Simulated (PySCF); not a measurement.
Run record: geometry optimisation, `[CH3][Pb]([CH3])([CH3])[CH3]` (PbMe4).

Method: PBE0-D3(BJ)/def2-SVP geometry optimisation, gas phase, def2 core potentials past Kr (PySCF 2.14.0). Start geometry: GFN2-xTB. The input is one job of a driver script: a line of settings, then coordinates in Å.

Input:
```
{"job": {"xc": "PBE0", "basis": "def2-SVP", "d3": "d3bj", "grid": 1, "maxiter": 30, "shake": 0.03, "kind": "geom"}, "charge": 0, "multiplicity": 1}
Pb     0.064050    -0.075350     0.009610
C     -0.024480    -0.027640     2.289720
H     -1.086170     0.058410     2.624880
H      0.667560     0.829080     2.658230
H      0.418210    -0.956550     2.624860
C      2.161050     0.018410    -0.777150
H      2.203220    -0.120600    -1.843750
H      2.763580    -0.797650    -0.334140
H      2.646110     0.954460    -0.453780
C     -1.091950     1.876590    -0.720870
H     -0.992140     1.965340    -1.795140
H     -0.647090     2.758620    -0.248390
H     -2.220060     1.842500    -0.539040
C     -1.130730    -1.864090    -0.755820
H     -2.065970    -1.983860    -0.308310
H     -0.497010    -2.707460    -0.515690
H     -1.196730    -1.770830    -1.854970
```

Question: What does the run print?

Answer: 
```
step   0  E = -352.13419486  max force = 0.045222
step   1  E = -352.14730799  max force = 0.009201
step   2  E = -352.14884037  max force = 0.006405
step   3  E = -352.14924959  max force = 0.002003
step   4  E = -352.14931350  max force = 0.000595
step   5  E = -352.14933250  max force = 0.000441
step   6  E = -352.14934716  max force = 0.000533
step   7  E = -352.14934926  max force = 0.000248
optimisation converged
```

Energies in Eh; «max force» is the largest Cartesian gradient component in Eh/bohr.

Question: Give the first gradient maximum in eV/Å.

Answer: With 1 Eh/bohr = 51.422 eV/Å, 2.325 eV/Å.

Question: How much energy does the optimisation release, in kJ/mol?

Answer: E(step 0) − E(last step) = 0.015154 Eh, which is 39.8 kJ/mol.

Summary of the converged run: final energy -352.14935 Eh after 7 steps; dipole 0.01 D.

Question: Where do the atoms end?

Answer: 0.074 Å rms from the input after alignment:
```
atom  x, y, z in Å
Pb1   -0.0057    0.0016    0.0024
C2     0.0020   -0.0255    2.2449
H3    -1.0265    0.0697    2.6190
H4     0.6054    0.8128    2.6191
H5     0.4331   -0.9722    2.5983
C6     2.1089    0.0093   -0.7410
H7     2.1146   -0.0964   -1.8346
H8     2.6587   -0.8289   -0.2913
H9     2.5947    0.9547   -0.4631
C10   -1.0625    1.8412   -0.7241
H11   -0.9437    1.9267   -1.8129
H12   -0.6307    2.7267   -0.2382
H13   -2.1309    1.7734   -0.4779
C14   -1.0571   -1.8243   -0.7664
H15   -2.0486   -1.8999   -0.2992
H16   -0.4682   -2.7178   -0.5181
H17   -1.1721   -1.7519   -1.8565
```

Question: How long does this job take on Intel Xeon Platinum 8488C, one thread, no GPU, on a shared host? And the peak memory of the process?

Answer: About 90 s, with 0.56 GiB resident at the peak, the Python interpreter and its libraries included.
Labels such as C1 count atoms from 1, the log's own numbers from 0.
